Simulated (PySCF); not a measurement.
HOSn, SMILES [OH+]=[Sn] (connectivity only; charge and spin as stated), charge +1, multiplicity 1.

The structure is a stationary point at r2SCAN-D4/def2-TZVP. The isomer is the one that the SMILES or the coordinates give; other isomers of the formula were not compared. The def2 effective core potentials stand for the cores of Sn; spin–orbit coupling is left out.

Two levels are set side by side: TDA-PBE/def2-TZVPD (PySCF) and TDA-M06-2X/def2-TZVPD (PySCF). Vertical, same geometry. The lowest singlet is HOMO−1→LUMO+1 50 %, HOMO→LUMO 50 % with PBE and HOMO→LUMO 49 %, HOMO−1→LUMO+1 49 % with the other functional; states are paired by order. Differences are taken from unrounded values.

```csv
quantity,TDA-M06-2X
lowest singlet excitation (eV),5.75
lowest triplet excitation (TDA) (eV),4.71
first bright state (f over 0.05) (eV),7.13
its oscillator strength,0.27
```

**Question.** What does TDA-PBE give, and how far is it from TDA-M06-2X? (An estimate is asked for; the answer gives what the named calculation found.)

**Answer.** 
```
quantity                               TDA-PBE  TDA-PBE minus TDA-M06-2X
-------------------------------------  -------  ------------------------
lowest singlet excitation (eV)            4.75                     -1.00
lowest triplet excitation (TDA) (eV)      4.24                     -0.47
first bright state (f over 0.05) (eV)     6.94                     -0.19
its oscillator strength                   0.13                     -0.14
```

A lower first singlet is the usual sign of a functional without exact exchange. Differences between two approximate levels are no errors against the true value.

Rough cost on one machine, each run with all the roots and properties that it gave: TDA-M06-2X against TDA-PBE about 7 times.
